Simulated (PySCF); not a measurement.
PySCF input (M06-2X/6-31G* with LANL2DZ past Ar (5d)):

```python
from pyscf import gto, dft

mol = gto.M(
    atom='''
    C    -0.00000000   -0.00000000   -1.56301822
    Br    0.00000000    0.00000000    0.26794598
    ''',
    basis={'default': '6-31g*', 'Br': 'lanl2dz'},
    ecp={'Br': 'lanl2dz'},
    charge=1,
    spin=0,
    verbose=4,
)

mf = dft.RKS(mol, xc='m062x')
mf.grids.level = 4
mf.conv_tol = 1e-9
mf.max_cycle = 100
mf.max_memory = 1500
mf.kernel()
if not mf.converged:
    mf = mf.newton()
    mf.kernel(mf.make_rdm1())
mf.dip_moment()
```

Question: Predict the final energy.

Answer: -50.67883 Eh.
